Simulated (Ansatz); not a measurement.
Coupled-cluster run, BH₃OTe, SMILES `OB[TeH]`.

```yaml
crystal:
  periodic: [false, false, false]
  atoms:
    - {symbol: O, position_ang: [-0.993929, -0.411894, -1.206112]}
    - {symbol: B, position_ang: [0.082717, -0.252302, -0.411880]}
    - {symbol: Te, position_ang: [0.019898, 0.805167, 1.481525]}
    - {symbol: H, position_ang: [-1.816030, -0.027736, -0.892178]}
    - {symbol: H, position_ang: [1.120586, -0.717174, -0.771191]}
    - {symbol: H, position_ang: [1.628857, 0.539941, 1.753537]}
basis:
  gaussian: {orbitals: def2-TZVPP}
correlation: {method: ccsd_t}
output: {orbitals: {seedname: orbitals}}
```

```sh
$ ansatz run in.yaml --threads 2 --pin off --events-out ev --progress --plain --max-ram 4352MiB
```

The program prints (abridged):

```
Functional definition: HF
1106 factors; integrals over basis functions are off by at most 9.5e-4 eV
mean field evaluation 1: about -10021.9121 eV, gradient 3.4e1 eV
mean field evaluation 2: about -10022.0510 eV, gradient 3.4e1 eV
mean field evaluation 4: about -10024.4653 eV, gradient 2.9e0 eV
mean field evaluation 8: about -10024.5121 eV, gradient 2.1e-1 eV
mean field -10024.51256896 eV, -368.3940420506 hartree, gradient 5.8e-6 eV, S^2 0.000000; 0 other end points of the search recorded, 0 dependent functions left out
6 core orbitals not correlated: weight in the atoms' cores, before any rotation towards them, 1.000 or more for the frozen orbitals, at most 0.000 for the correlated occupied ones
reference -10024.51256896 eV, -368.3940420506 hartree; 14, 14 occupied and 134, 134 virtual orbitals, 1106 factors
second order -22.05502710 eV of doubles, -0.00000000 eV of singles
cycle   1  -21.24771417 eV  change    8.1e-1 eV  update   1.0e-1
cycle   2  -21.77087840 eV  change   -5.2e-1 eV  update   2.9e-2
cycle   3  -21.86264027 eV  change   -9.2e-2 eV  update   1.6e-2
cycle   4  -21.83849805 eV  change    2.4e-2 eV  update   4.5e-3
cycle   5  -21.83731840 eV  change    1.2e-3 eV  update   2.2e-3
cycle   6  -21.83865579 eV  change   -1.3e-3 eV  update   6.5e-4
cycle   7  -21.83815598 eV  change    5.0e-4 eV  update   2.3e-4
cycle   8  -21.83801777 eV  change    1.4e-4 eV  update   9.3e-5
cycle   9  -21.83808958 eV  change   -7.2e-5 eV  update   3.7e-5
cycle  10  -21.83808929 eV  change    2.8e-7 eV  update   1.4e-5
perturbative correction -0.66233308 eV, -0.0243402916 hartree
Total energy: -10047.01299133 eV, -369.2209173213 hartree
```

It took 67 s on 2 threads of an Intel Xeon on a shared host, with 1.3 GiB of host memory at the peak.

MP2 recovers 98.0 % of the CCSD(T) correlation energy and the triples give 2.9 %; T1 = 0.0130.
